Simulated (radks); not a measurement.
Values are calculated unless marked as measured or tabulated.
Ionisation of the argon ion Ar2+, [Ne] 3s2 3p4, to [Ne] 3s2 3p3 as the strength of local exchange is varied. Level of theory: non-relativistic Kohn-Sham, Slater X-alpha exchange (alpha = 2/3 is LDA exchange), no correlation, spin-polarised, spherical densities, point nucleus; open shells are filled with parallel spins first (a radial shooting solver on a logarithmic mesh with Libxc functionals).

alpha  E(Ar2+) (hartree)  exchange (hartree)  IE (eV)  -e of the level emptied (eV)  <r> of it (bohr)
0.667         -523.03696           -27.08037   38.763                   32.363 (3p)             1.490
0.674         -523.32123           -27.37643   38.869                   32.470 (3p)             1.488
0.79          -528.04980           -32.31833   40.638                   34.275 (3p)             1.462
0.826         -529.52416           -33.86574   41.196                   34.846 (3p)             1.454
0.981         -535.90927           -40.60234   43.650                   37.362 (3p)             1.421

NIST Atomic Spectra Database: 40.74 eV (semi-empirical). The Delta-SCF value meets it near alpha = 0.80. Open shells are spherical and high-spin; term and fine-structure splittings are not resolved.
